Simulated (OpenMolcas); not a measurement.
Cr+.

* Program: OpenMolcas 26.06
* Basis: ANO-L-VTZP [6s5p3d2f1g]
* Scalar Hamiltonian: non-relativistic, point nucleus
* Active space: 5 electrons in 5 orbitals (3d)
* State averaging: 2S+1 = 6 even, 1 root; 2S+1 = 4 even, 24 roots; 2S+1 = 2 even, 75 roots (53 in the spin-orbit step)
* Spin-orbit coupling: RASSI with atomic mean-field integrals over the reference wave functions, term energies averaged over their components

Two sets of levels on these reference wave functions, in cm-1 above 3d5 6S 5/2: one from CASSCF and one from MS-CASPT2, IPEA 0.25 Eh, imaginary shift 0.1 Eh (closed shells correlated: 3s 3p).

```tsv
Level	Set 1	Set 2
3d5 6S 5/2	0.0	0.0
3d5 4G 5/2	21660	26170
3d5 4G 7/2	21670	26180
3d5 4G 11/2	21670	26180
3d5 4G 9/2	21670	26180
3d5 4P 5/2	23510	30060
3d5 4P 3/2	23530	30070
3d5 4P 1/2	23550	30100
3d5 4D 7/2	26030	32580
3d5 4D 1/2	26060	32600
3d5 4D 3/2	26070	32620
3d5 4D 5/2	26080	32630
3d5 2I 11/2	31770	37160
3d5 2I 13/2	31790	37180
3d5 2D 5/2	33580	41890
3d5 2D 3/2	33770	42120
```

**Question.** Which set is which?

**Answer.** Set 1 is MS-CASPT2. Its levels of the other terms of 3d5 lie at 0.78 to 0.86 of the other set's values, as expected, since terms of lower spin or lower L gain more correlation energy than the Hund ground term. Against 7 measured levels (NIST Handbook of Basic Atomic Spectroscopic Data) the mean absolute deviation is 1400 cm-1 with it and 6800 cm-1 without; single levels miss by up to 1700 cm-1 with it.

CASPT2 breaks the degeneracy within a term, and the mean is taken; among the terms shown or strongly mixed into the levels shown the widest spread is 1200 cm-1 (3d5 2I, MS-CASPT2). Some high roots are left out of the spin-orbit mixing, which shifts the levels that they would mix with. Without dynamic correlation excited terms often stand tens of per cent too high (terms of higher spin than the ground term too low), and those without a measured partner can miss by more than the paired ones (holds for CASSCF). Computed and measured levels are paired by configuration, term and J; levels that our copy of the source lacks, or whose pairing is in doubt (as where it misses far off the trend of its configuration), stay unpaired and out of the deviations. Levels of configurations outside the active space are missing. Levels that lie high or do not pair safely by name in every column are left out.
